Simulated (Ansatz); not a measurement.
`C=C[C](=C)[AlH2]` + `O[SiH2]O` → `O[SiH2][O][AlH2]` + `C=CC=C`  (ligand exchange at the Al–C bond)

Program: Ansatz. Geometries: PBE0-D4/def2-TZVP. ΔE: electronic, gas phase. CCSD(T)/CBS is the MP2 limit (def2-TZVPP, def2-QZVPP) plus CCSD(T) − MP2 in def2-TZVPP, frozen cores. DFT in def2-TZVPP. Each species was taken in one conformer, which may not be the lowest.

CCSD(T)/CBS gives -159.4 kJ/mol.

Another level gave -159.3 kJ/mol. Which?
A. SCS-MP2/def2-TZVPP
B. CCSD(T)/def2-TZVPP
C. PBE0/def2-TZVPP
D. PBE-D4/def2-TZVPP

B. CCSD(T)/def2-TZVPP -159.3, PBE0 -154.1, SCS-MP2/def2-TZVPP -164.0, PBE-D4 -147.3 kJ/mol.

Largest T1 diagnostic among the species: 0.012.

From PBE to PBE0 (25 % exact exchange), in def2-TZVPP and without D4, ΔE moves by −3.9 kJ/mol. The D4 term adds +4.8 kJ/mol with B3LYP and +2.5 kJ/mol with PBE0; it sums over pairs of atoms, weighted by their polarisabilities, and B3LYP, whose exchange is more repulsive, gets the larger term.

B3LYP here is the variant with VWN-RPA as its local correlation; programs differ in this.
